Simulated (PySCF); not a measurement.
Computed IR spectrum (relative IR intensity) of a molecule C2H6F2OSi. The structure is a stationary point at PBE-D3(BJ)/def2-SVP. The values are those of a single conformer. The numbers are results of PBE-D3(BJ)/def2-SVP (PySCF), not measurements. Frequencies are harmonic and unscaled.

Lines under 2 % of the strongest are left out, and lines within 2 cm⁻¹ are merged.

ν (cm⁻¹): 275 (vw), 311 (vw), 345 (vw), 456 (w), 791 (vw), 797 (w), 886 (m), 939 (s), 979 (m), 1087 (vw), 1119 (vs), 1368 (w), 2299 (m), 2944 (w), 2981 (vw), 2992 (w), 3078 (w) (against the strongest line: vs over 80 %, s over 45 %, m over 15 %, w over 4 %, vw less)

Which molecule gave these data?
(A) C[C@H](O)[SiH](F)F
(B) CCO[SiH](F)F
(C) C[Si@@H](O)C(F)F
(D) COC(F)(F)[SiH3]

B, CCO[SiH](F)F
